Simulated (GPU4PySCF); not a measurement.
C13H10N2, SMILES c1cc(-n2c3ccccc3nc2)ccc1.

Geometry: r2SCAN-D4/def2-TZVP. The values are those of a single conformer.

Two levels are set side by side: PBE/def2-TZVPD (GPU4PySCF) and B3LYP/def2-TZVPD (GPU4PySCF). Same geometry, gas phase. Differences are taken from unrounded values.

```tsv
quantity	B3LYP
orbital gap (eV)	5.17
highest occupied level (eV)	-6.29
lowest empty level (eV)	-1.12
dipole moment (D)	3.68
mean polarisability (bohr³)	169.3
```

What does PBE give, and how far is it from B3LYP? (An estimate is asked for; the answer gives what the named calculation found.)


| quantity | PBE | PBE minus B3LYP |
|---|---|---|
| orbital gap (eV) | 3.76 | -1.41 |
| highest occupied level (eV) | -5.58 | 0.71 |
| lowest empty level (eV) | -1.82 | -0.70 |
| dipole moment (D) | 3.60 | -0.08 |
| mean polarisability (bohr³) | 173.6 | 4.2 |

Without exact exchange PBE keeps part of each electron's self-repulsion, which lifts occupied levels and narrows the gap. Differences between two approximate levels are no errors against the true value.
